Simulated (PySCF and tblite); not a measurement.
The numbers below are computed, except where a source is named.
2 diastereomers of C₂H₆F₄O₃Si₃, numbered alike:

```json
{"isomer": "A", "SMILES": "[CH3:1][Si@:2]1([F:3])[O:4][Si@:5]([CH3:6])([F:7])[O:8][Si:9]([F:10])([F:11])[O:12]1", "descriptors (one enantiomer)": "2S, 5S"}
{"isomer": "B", "SMILES": "[CH3:1][Si@@:2]1([F:3])[O:4][Si@:5]([CH3:6])([F:7])[O:8][Si:9]([F:10])([F:11])[O:12]1", "descriptors (one enantiomer)": "2R, 5S"}
```

Each isomer is a Boltzmann average at 298.15 K over at most 4 conformers: GFN2-xTB geometries, energies PBE0/def2-SVP (IEF-PCM, chloroform) (D3(BJ) added where defined), GFN2-xTB thermal terms. Programs: PySCF with density fitting and tblite.

**Question.** Rank the isomers by free energy at 298.15 K.

**Answer.** 
```
isomer  ΔG (kcal/mol)  ΔE, lowest conformer  conformers  largest weight %  rms dipole (D)
     B            0.0                   0.0           1               100            4.70
     A            0.4                   0.1           1               100            2.57
```

ΔG is for one enantiomer.

**Question.** If they could interconvert freely, what would the mixture hold (chiral isomers as racemates)?

**Answer.** B 49 %, A 51 %. A racemate gains RT ln 2.
